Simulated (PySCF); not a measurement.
M(OH)₃ across group 13

Level: B3LYP, basis family def2-SVP, scalar-relativistic core potentials from Rb on and no relativity for lighter atoms.

Each entry is the lowest minimum that a search over a few typed start shapes (and spin states, where more than one is plausible) found, or that minimum re-optimised at the stated level; isomers with ligand–ligand bonds, or fragments after loss of a ligand pair, can lie lower. Open shells are unrestricted; no spin–orbit coupling; PySCF with density fitting.

| molecule | 2S+1 | point group | mean bond to the central atom (Å) | distinct angles (°) | polar-tensor charge of the central atom | highest ω (cm⁻¹) |
| --- | --- | --- | --- | --- | --- | --- |
| Ga(OH)₃ | 1 | C3h | 1.783 | 113/120 | 1.46 | 3845 |
| In(OH)₃ | 1 | C3h | 2.002 | 111/120 | 1.46 | 3814 |
| Tl(OH)₃ | 1 | C3h | 2.093 | 107/120 | 1.38 | 3784 |

Spin–orbit coupling can matter for Tl(OH)₃.

Left out of the table are members whose search was unfinished or whose lowest solution was spin-contaminated, unstable, very soft or bonded differently.
